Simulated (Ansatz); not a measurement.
One change: `[AsH3]` becomes `[SbH3]`.

Ansatz, PBE0-D4/def2-TZVP geometries, multiplicity 1. 

Elements past krypton have def2 core potentials. Scalar relativity is left out up to krypton.

```tsv
property	`[AsH3]`
HOMO energy (PBE0/def2-TZVPP) / eV	-7.81
HOMO–LUMO gap (B3LYP/def2-TZVPP) / eV	8.04
HOMO–LUMO gap (PBE0/def2-TZVPP) / eV	8.49
LUMO energy (PBE0/def2-TZVPP) / eV	0.68
HOMO energy (B3LYP/def2-TZVPP) / eV	-7.63
HOMO energy (ωB97M-V/def2-TZVPP) / eV	-10.00
```

**Question.** What does the change do to each property? (Best estimate.)

**Answer.** Ansatz gave: 
```
                             property  `[SbH3]`  shift
   HOMO energy (PBE0/def2-TZVPP) / eV     -7.53   0.28
HOMO–LUMO gap (B3LYP/def2-TZVPP) / eV      7.00  -1.04
 HOMO–LUMO gap (PBE0/def2-TZVPP) / eV      7.40  -1.09
   LUMO energy (PBE0/def2-TZVPP) / eV     -0.13  -0.81
  HOMO energy (B3LYP/def2-TZVPP) / eV     -7.37   0.26
HOMO energy (ωB97M-V/def2-TZVPP) / eV     -9.63   0.37
```

With PBE0 the HOMO rises by 0.28 eV and the LUMO falls by 0.81 eV, so the gap narrows by about 1.09 eV. PBE moves the HOMO by 0.18 eV and ωB97M-V by 0.37 eV.

B3LYP here is the variant with VWN-RPA as its local correlation; programs differ in this.

Spin–orbit coupling is left out; it splits and shifts lone-pair levels of the heavy atoms by tenths of an eV.
